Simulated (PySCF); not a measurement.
# From PBE0 to CCSD(T): MBi along the alkali metals

PBE0 and CCSD(T) in PySCF with def2-SVP on every atom (core potentials on Rb, Bi), for the lowest determinant that a PBE0 search found; no spin–orbit coupling.

```tsv
molecule	state (unpaired electrons)	PBE0 Re (Å)	PBE0 ωe (cm⁻¹)	PBE0 De (eV)	CCSD(T) Re (Å)	CCSD(T) ωe (cm⁻¹)	CCSD(T) De (eV)
LiBi	triplet (π ↑↑)	2.689	371	1.40	2.747	347	1.01
NaBi	triplet (π ↑↑)	2.991	186	1.10	?	?	?
KBi	triplet (π ↑↑)	3.407	128	1.04	3.497	119	0.67
RbBi	triplet (π ↑↑)	3.557	94.7	1.01	3.606	89.9	0.59
```

(1) Estimate the CCSD(T) values of NaBi by adding the mean shift from PBE0 to CCSD(T) of the other rows, and compare with the calculation.

(2) What are the mean differences of PBE0 from CCSD(T) over the whole series?

In a basis of this size CCSD(T) is itself not converged; it tends to give bonds that are too long and too weak.

Correlated steps freeze the inner cores (4 to 9 orbitals); shallow outer-core shells are correlated. UHF and ROHF references stand side by side, which adds small steps between rows. Correlated levels converge slowly with the basis: in double zeta they bind strong bonds too weakly, by up to about 1 eV, and carry superposition errors of some tenths. Spin–orbit coupling is left out, which matters for elements this heavy, above all for dissociation energies. States were picked by a PBE0 search and need not be the measured ground states.

Answers

(1) The mean shifts are +6.6 pm, -13 cm⁻¹ and -0.39 eV, which give 3.057 Å, 173 cm⁻¹ and 0.71 eV. CCSD(T)/def2-SVP gives Re = 3.063 Å, ωe = 174 cm⁻¹, De = 0.79 eV.

(2) Re -6.7 pm, ωe +12 cm⁻¹, De +0.37 eV.
